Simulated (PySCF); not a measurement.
Arsenic: a sound run and one with changed settings

Sound run: As²⁺ [Ar] 3d10 4s2 4p1, As³⁺ [Ar] 3d10 4s2. Calculation: PySCF 2.14, in pcseg-2 (6s5p3d1f, 43 functions); the non-relativistic Hamiltonian (point nucleus). In the sound run the correlated levels freeze [Ar] 3d10. The sound run starts from symmetry-adapted Hartree-Fock orbitals and uses a fine grid where one is needed.

Changed run: a valence shell is frozen. This setting is unsound on purpose.

Ionisation energy of As²⁺:

```tsv
method	sound run (eV)	changed run (eV)
UHF	27.432	27.432
MP2	27.682	27.432
SCS-MP2	27.671	27.432
CCSD	27.759	27.432
CCSD(T)	27.779	27.432
CCSDT	n/a	27.432
FCI	n/a	27.432
```

Freezing a valence shell removes pair correlation that changes on ionisation.

For comparison, NIST gives 28.349 ± 0.012 eV between the lowest levels.
